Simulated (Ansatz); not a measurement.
Geometry optimisation, Ansatz, RKS r2SCANh-D4/def2-SVP.

Input file:

```yaml
crystal:
  periodic: [false, false, false]
  atoms:
    - { symbol: In, position_ang: [-0.911706, -0.511452, -0.247559] }
    - { symbol: S, position_ang: [2.477492, 0.98526, -0.89815] }
    - { symbol: O, position_ang: [-1.051827, -2.252633, -1.22498] }
    - { symbol: O, position_ang: [-2.023302, 0.855914, -1.187788] }
    - { symbol: H, position_ang: [1.841601, 0.945879, 0.299213] }
    - { symbol: C, position_ang: [0.084983, 0.019378, 1.60629] }
    - { symbol: H, position_ang: [1.777154, 2.070839, -1.290638] }
    - { symbol: H, position_ang: [-0.483653, -2.941419, -0.863371] }
    - { symbol: H, position_ang: [-2.425043, 0.488618, -1.983968] }
    - { symbol: H, position_ang: [1.060587, -0.482792, 1.691404] }
    - { symbol: H, position_ang: [-0.545457, -0.29189, 2.455011] }
    - { symbol: H, position_ang: [0.199171, 1.114197, 1.644437] }
basis:
  gaussian: { orbitals: def2-SVP }
hamiltonian:
  xc: r2scanh
  dispersion: d4
relax:
  f_tol: 0.03
  max_steps: 50
output:
  orbitals: {}
```

Command:

```bash
$ ansatz run input.yaml --threads 4 --pin off --max-ram 5120MiB --backend cpu --events-out ev --progress --plain --runs-dir out
```

Problem. Where does it end, and by what steps?

Solution. The forces met the threshold. After 30 steps the energy has fallen by 1.527 eV; H7 moved furthest, 2.79 Å. Parted: S2–H7. Joined: In1–S2, O4–H7.

```json
{"step": "0", "energy less start (eV)": "0.0000", "largest force component (eV/Å)": "0.346", "accepted": "yes"}
{"step": "2", "energy less start (eV)": "-0.1381", "largest force component (eV/Å)": "1.071", "accepted": "yes"}
{"step": "4", "energy less start (eV)": "-0.2833", "largest force component (eV/Å)": "0.512", "accepted": "yes"}
{"step": "6", "energy less start (eV)": "-0.3562", "largest force component (eV/Å)": "0.300", "accepted": "yes"}
{"step": "8", "energy less start (eV)": "-0.4376", "largest force component (eV/Å)": "0.282", "accepted": "yes"}
{"step": "10", "energy less start (eV)": "-0.4548", "largest force component (eV/Å)": "1.272", "accepted": "no"}
{"step": "12", "energy less start (eV)": "-0.5157", "largest force component (eV/Å)": "0.363", "accepted": "yes"}
{"step": "14", "energy less start (eV)": "-0.7925", "largest force component (eV/Å)": "1.565", "accepted": "yes"}
{"step": "16", "energy less start (eV)": "-0.9289", "largest force component (eV/Å)": "4.681", "accepted": "no"}
{"step": "18", "energy less start (eV)": "-1.3368", "largest force component (eV/Å)": "0.613", "accepted": "yes"}
{"step": "20", "energy less start (eV)": "-1.4148", "largest force component (eV/Å)": "0.414", "accepted": "yes"}
{"step": "22", "energy less start (eV)": "-1.4777", "largest force component (eV/Å)": "0.489", "accepted": "yes"}
{"step": "24", "energy less start (eV)": "-1.5148", "largest force component (eV/Å)": "0.389", "accepted": "yes"}
{"step": "26", "energy less start (eV)": "-1.5242", "largest force component (eV/Å)": "0.203", "accepted": "yes"}
{"step": "28", "energy less start (eV)": "-1.5267", "largest force component (eV/Å)": "0.059", "accepted": "yes"}
{"step": "30", "energy less start (eV)": "-1.5273", "largest force component (eV/Å)": "0.012", "accepted": "yes"}
```

```xyz
12
Properties=species:S:1:pos:R:3
In 0.379 -0.189 -0.094
S 2.310 0.617 -1.318
O -0.606 -1.468 -1.374
O -1.268 0.957 -1.300
H 2.742 1.398 -0.305
C -0.046 -0.126 2.009
H -0.847 1.446 -2.019
H -0.898 -2.330 -1.066
H -1.403 0.031 -1.648
H 0.698 -0.710 2.565
H -1.046 -0.541 2.192
H -0.017 0.914 2.358
```

Whether the end is a true minimum wasn't checked by a vibrational analysis.

Run time: 3.1 min on 4 threads of Arm Neoverse N1, with other jobs on the host, peak memory 0.35 GiB.
